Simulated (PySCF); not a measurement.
Rows and methods have been separated. Pair them.

Species: C2F4O.
SMILES: `O=C(F)C(F)(F)F`

The closed-shell ground state was solved 4 times with PySCF (density fitting, gas phase), always in the pcSseg-2 basis (252 functions), with these functionals: B97-2, KT3, PBE0 and wB97X-D. Geometry: PBE0-D3(BJ)/def2-TZVP; no solvent, vibrations or thermal averaging.

```csv
row,total energy (Eh),HOMO (eV),LUMO (eV),dipole (D)
P,-550.5041,-10.17,-1.88,0.73
Q,-550.8683,-9.86,-1.96,0.73
R,-550.8832,-12.09,0.06,0.74
S,-557.8977,-8.56,-2.95,0.72
```

Q: Which functional belongs to which row?

A: P = PBE0, Q = B97-2, R = wB97X-D, S = KT3. By rising HOMO–LUMO gap: KT3 (GGA) 5.61 eV; B97-2 (global hybrid, 21 % exact exchange) 7.90 eV; PBE0 (global hybrid, 25 % exact exchange) 8.29 eV; wB97X-D (range-separated hybrid) 12.15 eV. Total energies of different functionals aren't bounds to one another; each is stationary for its own functional.

The values belong to the conformer `[O:1]=[C:2]([F:3])[C:4]([F:5])([F:6])[F:7]`: O1–C2–C4–F5 -125°.

Note: wB97X-D ran without an empirical dispersion term, which enters the total energy and its gradient alone.
